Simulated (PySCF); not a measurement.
## CH6ClFPSi2: g tensor and hyperfine couplings

CH6ClFPSi2 (doublet state).
Z-matrix (Å and degrees, GFN2-xTB geometry), rows numbered from 1:
```
F 
C   1  1.3663
Cl  2  1.8042  1  107.35
Si  2  1.9439  1  109.91  3  -118.28
Si  4  2.3096  2  109.12  1    46.58
P   5  2.2457  4  119.60  2    43.69
H   2  1.0931  1  106.61  3   113.44
H   4  1.4733  2   99.97  1   179.14
H   5  1.4690  4  108.89  2   -77.76
H   5  1.4694  4  108.25  2   164.81
H   6  1.3819  5   95.54  4   -49.15
H   6  1.3854  5   95.75  4    44.41
```

The hyperfine couplings belong to this conformer and change with its torsions.

Identity: `F[C@H](Cl)[SiH][SiH2]P` [radical].

The calculation used UKS B3LYP, pcH-1 on C Cl F H P Si, non-relativistic, mean-field spin-orbit, GIAO (PySCF). The structure is a single GFN2-xTB conformer in the gas phase; no vibrational or solvent corrections. A GFN2-xTB geometry isn't a minimum of the functional, and hyperfine couplings can be far from their values at a DFT geometry, by a factor of two or more for some ions and for spin on atoms past the first row. The SCF solution wasn't tested for stability.

| Quantity | Value |
| --- | --- |
| g1, g2, g3 | 2.00008, 2.00247, 2.00572 |
| g_iso | 2.00276 |
| Form of g | rhombic: the two nearest values differ by 42 % of g3 − g1 |
| ⟨S²⟩ | 0.7529 (exact 0.7500) |
| α and β electrons | 41, 40 |
| HOMO–LUMO gap, α and β orbitals | 5.04, 3.87 eV |
| Total energy | -1522.08433 Eh |

Hyperfine couplings atom by atom, in MHz; T1 to T3 are the principal values of the dipolar part:

```tsv
atom	isotope	a_iso	of which spin–orbit	T1	T2	T3	Mulliken spin population
F1	19F	-4.3	-0.2	-4.9	-1.2	6.1	0.00
C2	13C	19.3	0.0	-2.1	-0.9	3.0	-0.01
Cl3	35Cl	19.7	0.2	-10.7	-9.9	20.5	0.04
Si4	29Si	-346.5	1.0	-169.1	83.5	85.6	0.90
Si5	29Si	-29.9	0.0	-11.7	3.4	8.3	0.00
P6	31P	-18.4	-0.2	-36.0	-32.3	68.3	0.08
H7	1H	1.3	0.0	-3.4	-1.7	5.1	0.00
H8	1H	23.9	0.0	-9.4	1.6	7.7	-0.01
H9	1H	1.5	0.0	-2.4	-1.3	3.7	0.00
H10	1H	-0.9	0.0	-2.2	-1.2	3.4	0.00
H11	1H	0.6	0.0	-2.4	0.4	2.0	0.00
H12	1H	1.7	0.0	-2.5	0.3	2.2	0.00
```

Largest spin populations (Mulliken): Si4 (+0.90) and P6 (+0.08). No atom but Si4 exceeds +0.15. The angles at Si4 add up to 334.0°, so it is pyramidal.

Axes: g1 points within 11° of the Si4–Si5 bond.

Under fast tumbling the dipolar parts average out, and these isotropic splittings remain (the largest six): 1 × 1H (H8, I = 1/2, 2 lines) with 0.85 mT, 1 × 35Cl (Cl3, I = 3/2, 4 lines) with 0.70 mT, 1 × 31P (P6, I = 1/2, 2 lines) with 0.66 mT, 1 × 19F (F1, I = 1/2, 2 lines) with 0.15 mT, 1 × 1H (H9, I = 1/2, 2 lines) with 0.05 mT and 1 × 1H (H7, I = 1/2, 2 lines) with 0.05 mT.

Nuclei that the bonding pattern makes equivalent are averaged, as if the motion that swaps them (rotation, inversion, ring flip) were fast.

Main isotope only: 35Cl (natural samples also hold 24 % 37Cl, magnetic too, which adds its own pattern).

The 13C coupling of C2 (19.3 MHz) shows only in satellite lines or after enrichment, since that isotope makes up about 1.07 % of natural carbon.

The 29Si coupling of Si4 (-346.5 MHz) shows only in satellite lines or after enrichment, since that isotope makes up about 4.7 % of natural silicon.

The run took 59 s wall (grids of density and orbitals included) on an Arm Neoverse V2 with one thread, shared host with 96 logical CPUs at a one-minute load of 60, and the process peaked at 0.85 GiB of memory.
